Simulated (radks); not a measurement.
Values are calculated unless marked as measured or tabulated.
Question: A nucleus of charge 11.6 with 11 electrons, configuration [Ne] 3s1. Level of theory: non-relativistic Kohn-Sham, PBE, spin-polarised, spherical densities, point nucleus; open shells are filled with parallel spins first (a radial shooting solver on a logarithmic mesh with Libxc functionals). Some entries of the table are withheld. Estimate them.

orbital  occ.  eigenvalue (hartree)  <1/r> (bohr^-1)
1s up       1             -42.96551              (1)
1s down     1             -42.96355              (2)
2s up       1              -2.74840              (3)
2s down     1              -2.74395              (4)
2p up       3                   (5)            1.852
2p down     3                   (6)            1.855
3s up       1              -0.28950           0.4205

Answer: 
(1) 1s up <1/r> (bohr^-1): 11.19
(2) 1s down <1/r> (bohr^-1): 11.19
(3) 2s up <1/r> (bohr^-1): 1.999
(4) 2s down <1/r> (bohr^-1): 2.001
(5) 2p up eigenvalue (hartree): -1.61398
(6) 2p down eigenvalue (hartree): -1.60897
